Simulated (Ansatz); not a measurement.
Cs(I) cation (CsI), SMILES [I][Cs] (connectivity only; charge and spin as stated), charge +1, multiplicity 2. Atoms are numbered in the order given.

```xyz
2

Cs     0.0000     0.0000    -2.0106
I      0.0000     0.0000     2.0796
```
Charge +1, spin multiplicity 2.

Geometry optimised at B3LYP-D3(BJ)/def2-TZVPD. The multiplicity is an assumed one; other spin states were not compared. The def2 effective core potentials stand for the cores of Cs, I; spin–orbit coupling is left out.

Two levels are set side by side: PBE-D3(BJ)/def2-TZVPD (Ansatz, a program for electronic structure) and B3LYP-D3(BJ)/def2-TZVPD (Ansatz). Each level has its own optimised geometry; the coordinates shown are those of the second. Differences are taken from unrounded values.

| quantity | B3LYP-D3(BJ) |
|---|---|
| bond Cs1–I2 (Å) | 4.090 |

Question: What does PBE-D3(BJ) give, and how far is it from B3LYP-D3(BJ)? (Estimate from the structure and the level; the computed values follow.)

Answer: 
```json
[
 {"quantity": "bond Cs1–I2 (Å)", "PBE-D3(BJ)": "4.006", "PBE-D3(BJ) minus B3LYP-D3(BJ)": "-0.085"}
]
```
